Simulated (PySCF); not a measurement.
Vertical excitations of a molecule C4H8OS from TDA-M06-2X/def2-SVPD (PySCF 2.14.0), as energy in eV (oscillator strength): 3.97 (0.000), 5.32 (0.001), 6.15 (0.031), 6.58 (0.002), 7.28 (0.002), 7.39 (0.027), 7.48 (0.023), 7.68 (0.017), 7.89 (0.047), 8.04 (0.004). Lowest triplet (TDA): 3.47 eV. Geometry: PBE-D3(BJ)/def2-SVP. Other conformers were not sampled.

### Question
Pick the molecule that these values belong to.
(A) CC(=O)[C@H](C)S
(B) C[C@H]1O[C@H](C)S1
(C) CCC(=O)SC
(D) O=CCCCS

### Answer
D, O=CCCCS
